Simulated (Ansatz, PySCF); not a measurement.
Species: SeI₂, net charge -1, doublet state. 
Structure (B3LYP-D3(BJ)/def2-TZVP (Ansatz, a first-principles code) minimum search):
```xyz
3

Se     0.0248     0.0359     0.5730
I      1.2533    -2.3650    -0.0909
I     -1.2692     2.3419    -0.2767
```
Charge -1, spin multiplicity 2.

Total electronic energies in hartree. Cores are frozen in the correlated levels unless marked. Open shells are spin-unrestricted. Spin-orbit coupling is left out. Frozen are the shells of the preceding noble gas and the d and f shells that filled before the atom's block. In def2 rows, elements after Kr have scalar-relativistic effective core potentials. STO-3G rows are all-electron and non-relativistic. CBS(X,Y): correlation extrapolated as X^-3; Hartree-Fock from the larger set. [CCSD(T)-MP2]/basis is that difference in the basis named.

```tsv
level	program	energy (Eh)
HF/def2-TZVPPD	Ansatz	-2993.27174
HF/def2-QZVPPD	Ansatz	-2993.32056
HF-D4/def2-TZVPD	PySCF + dftd4	-2993.28414
SVWN5/def2-TZVPD	Ansatz	-2992.88715
BLYP-D4/def2-TZVPD	Ansatz + dftd4	…
r2SCAN/def2-TZVPD	Ansatz	…
PBE0-D3(BJ)/def2-TZVP	Ansatz + dftd3	-2996.84176
PBE0-D4/def2-TZVPD	Ansatz + dftd4	-2996.84458
PBE0/def2-QZVPP	Ansatz	-2996.89202
CAM-B3LYP/def2-TZVPD	Ansatz	-2997.22449
LC-wPBE/def2-TZVPD	Ansatz	-2996.82293
wB97X-V/def2-TZVPD	Ansatz	…
B2GP-PLYP-D3(BJ)/def2-TZVPD	Ansatz + dftd3	-2995.83568
B2PLYP/def2-TZVPD	Ansatz	-2996.13150
RPA@PBE/def2-TZVPP	Ansatz	-2993.96116
RI-MP2/def2-TZVPP	Ansatz	-2993.69613
RI-MP2/def2-QZVPP	Ansatz	-2993.80347
RI-MP2/def2-QZVPPD	Ansatz	-2993.80500
SCS-MP2/def2-TZVPPD	Ansatz	-2993.69346
CCSD/def2-SVP	Ansatz	-2993.28441
CCSD(T)/STO-3G	Ansatz	-16074.93577
CCSD(T)/def2-TZVPP	Ansatz	-2993.75816
RI-MP2/CBS(def2-TZVPPD,def2-QZVPPD)+[CCSD(T)-MP2]/def2-TZVPPD	Ansatz	-2993.9075
```

Task: Some entries are withheld; supply them.

Result: 
- BLYP-D4/def2-TZVPD, energy (Eh): -2997.04510
- r2SCAN/def2-TZVPD, energy (Eh): -2997.32201
- wB97X-V/def2-TZVPD, energy (Eh): -2996.83779
